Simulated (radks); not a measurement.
The numbers below are computed, except where a source is named.
Species: Xe16+. Configuration: [Ar] 3d10 4s1 4p6 4d2 4f1 (not the ground configuration). Level of theory: Dirac Kohn-Sham, BP86, spin-unpolarised, spherical densities, finite nucleus; open shells are shared between the two j in proportion to 2j + 1; Fermi nuclear charge, rms radius 4.7859 fm (a radial shooting solver on a logarithmic mesh with Libxc functionals). Some entries of the table are withheld. Estimate them.

orbital      occ.  eigenvalue (eV)  r(max) (bohr)  <r^2> (bohr^2)
1s1/2           2        -34751.27        0.01715       0.0009636
2s1/2           2        -5741.983        0.09707         0.01541
2p1/2           2              (1)            (2)         0.01137
2p3/2           4              (3)            (4)         0.01265
3s1/2           2        -1472.928         0.2782             (5)
3p1/2           2        -1339.468         0.2645          0.1005
3p3/2           4        -1276.838         0.2752          0.1082
3d3/2           4              (6)         0.2225         0.08972
3d5/2           6              (7)         0.2256         0.09191
4s1/2           1              (8)         0.6401          0.5074
4p1/2           2        -489.4863         0.6490          0.5316
4p3/2           4        -474.3443         0.6691          0.5623
4d3/2         0.8        -390.9638         0.6817          0.6129
4d5/2         1.2        -388.0377         0.6877          0.6224
4f5/2    0.428571        -292.4841         0.6528          0.6720
4f7/2    0.571429        -292.0022         0.6547          0.6752

Answer. 
(1) 2p1/2 eigenvalue (eV): -5420.213
(2) 2p1/2 r(max) (bohr): 0.07436
(3) 2p3/2 eigenvalue (eV): -5095.082
(4) 2p3/2 r(max) (bohr): 0.07924
(5) 3s1/2 <r^2> (bohr^2): 0.1060
(6) 3d3/2 eigenvalue (eV): -1043.309
(7) 3d5/2 eigenvalue (eV): -1029.948
(8) 4s1/2 eigenvalue (eV): -539.5821
